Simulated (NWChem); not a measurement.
Species: CH4Sn, singlet; SMILES [CH3][SnH]

```xyz
6

Sn    -0.0408     0.3410     0.0027
H      1.7652     0.3985     0.0052
C     -0.0200    -1.8838     0.0025
H      0.5341    -2.2454     0.8950
H      0.5366    -2.2452    -0.8885
H     -1.0381    -2.3177     0.0010
```
Atoms are numbered in this order, from 1.

Results from NWChem. Low-valent species are run as closed-shell singlets; no triplet was tried in these runs. Structure relaxed at the PBE-D3(BJ)/def2-SVP level. def2 effective core potentials on Sn; no spin-orbit coupling. Level: PBE0/def2-SVPD; rows give the wavelength of the field.

For field 1065 nm:

| Quantity | Result |
|---|---|
| isotropic polarisability (bohr³) | 64.2 |

Question: Estimate the same quantities for field static.

Answer: 
| Quantity | Value |
|---|---|
| isotropic polarisability (bohr³) | 62.4 |
